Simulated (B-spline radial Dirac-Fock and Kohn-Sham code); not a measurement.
**Kohn-Sham estimates against Dirac-Fock for the levels of Pr¹⁸⁺**

System: Pr¹⁸⁺ in the configuration [Kr] 4d5.

The density-functional columns are spherical, spin-unpolarised Dirac-Kohn-Sham results without Breit or QED terms: −ε is minus the orbital energy of the initial state and ΔSCF the difference of two total energies. The reference in the last column comes from Dirac-Fock ΔSCF + Breit + QED. All numbers are from a radial atomic solver, in eV; a selection of levels is shown. The Kohn-Sham columns are given as differences from the reference. For the 1s level of heavy atoms much of the gap between ΔSCF and the reference is the Breit and QED part, -165.3 eV here; for other levels the error of the functional can be larger.

```csv
level,LDA −ε − DF,LDA ΔSCF − DF,Dirac-Fock
K (1s),-273.4,+153.1,42455.6
L1 (2s),-145.1,-57.0,7306.2
L2 (2p1/2),-110.7,-3.2,6907.2
L3 (2p3/2),-115.9,-16.5,6430.6
M1 (3s),-77.2,-41.4,1961.6
M2 (3p1/2),-63.4,-26.3,1792.8
M3 (3p3/2),-62.5,-26.8,1695.6
M4 (3d3/2),-42.2,-2.5,1404.7
M5 (3d5/2),-42.7,-3.5,1384.4
N1 (4s),-31.7,-13.1,719.7
N2 (4p1/2),-22.3,-4.0,650.1
N3 (4p3/2),-22.5,-4.7,626.1
"N4,5 (4d)",-15.6,+1.8,515.8
```

Values without a named source are computed, but for edge energies of neutral atoms, which are taken from tables.
